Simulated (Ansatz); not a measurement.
C3H4Si, relaxed with RKS PBE-D4/def2-SVP in Ansatz 0.2.0 from a rough embedded geometry. The force threshold is 0.03 eV/Å; the program also tests the step.

Charge 0, multiplicity 1. The bonds changed during the relaxation, so this is another structure than the one it started from.

Start:

```xyz
8

C     0.694   -0.106   -0.764
C     1.082   -1.074    0.057
Si   -0.736    0.112    0.740
C     0.079    0.846   -1.247
H     1.828   -1.149    0.850
H    -1.945   -0.670    0.566
H    -0.273    1.142    1.792
H    -0.729    0.899   -1.993
```

Question: How much energy does the relaxation release, and in how many steps? (An estimate is asked.)

Answer: The calculation gave: 159.82 kJ/mol, in 7 steps, 1 of them rejected.

Question: Which bonds change most? (An estimate is asked.)

Answer: Computed: C2–Si3 from 2.275 to 1.935 Å; Si3–C4 from 2.270 to 1.934 Å; C1–Si3 from 2.086 to 1.923 Å; C1–C4 from 1.232 to 1.344 Å.

Question: Give the relaxed structure. (An estimate is asked.)

Answer: The calculation gave: 
```xyz
8

C     0.739   -0.151   -0.777
C     0.959   -1.005    0.237
Si   -0.574    0.116    0.603
C    -0.108    0.830   -1.133
H     1.891   -1.159    0.802
H    -1.899   -0.574    0.568
H    -0.314    1.024    1.761
H    -0.694    0.918   -2.060
```
